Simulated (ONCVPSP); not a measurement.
Ga (Z = 31): ONCV pseudisation with PBE, fully relativistic reference atom.

- Element: Ga (Z = 31)
- Generator: ONCVPSP 4.0.1
- Type: optimised norm-conserving Vanderbilt (ONCV)
- Functional: PBE
- Relativity: fully relativistic
- Frozen core: [Ne]
- Valence charge: 21
- Reference configuration: 3s2 3p6 3d10 4s1 4p2
- Partial waves: 3s+4s: rc 0.85 bohr, ncon 5, nbas 8, qcut 13 1/bohr, 3 projectors, debl 0.5 Ha; 3p+4p: rc 1.05 bohr, ncon 4, nbas 9, qcut 12.7 1/bohr, 2 projectors; 3d: rc 1.15 bohr, ncon 4, nbas 8, qcut 14 1/bohr, 3 projectors, debl 1.7 Ha
- Local potential: polynomial inside 0.65 bohr (lpopt 5, dvloc0 1 Ha)
- Core correction: Teter function, fcfact 1.75, rcfact 1.65

Open shells are filled in proportion to 2j + 1.

Poles of the logarithmic derivatives, all-electron (AE) and pseudo (PS). s: poles at -1.9 (AE) and -1.9 (PS) Ha. p3/2: poles at -2.4 (AE) and -2.4 (PS) Ha. p1/2: poles at -2.6 (AE) and -2.6 (PS) Ha. d5/2: poles at 0.2 (AE) and 0.2 (PS) Ha. d3/2: poles at 0.2 (AE) and 0.2 (PS) Ha. Test radii: s 0.86, p3/2 1.06, p1/2 1.06, d5/2 1.17, d3/2 1.17 bohr.

- Cutoffs needed: 82 Ha and 201 Ha (the cutoffs (Ha) at which the residual kinetic energy of the hardest occupied pseudo-wave falls to 1 and 0.1 mHa per electron)
- Ghost test: ghosts flagged at negative energy: s at -17091.3 eV, d5/2 at -5607.3 eV, d3/2 at -1020.5 eV; GHOST(+) flags only above 600 eV; a true bound ghost makes a file unfit for plane-wave use
- Largest excitation error: +1.6 meV (all-electron minus pseudo) for 3s2 3p6 3d10 4s1 4p0, out of 4 test configurations
- rms error of d²Exc/dni dnj: 7.13 mHa without and 5.92 mHa with the model core
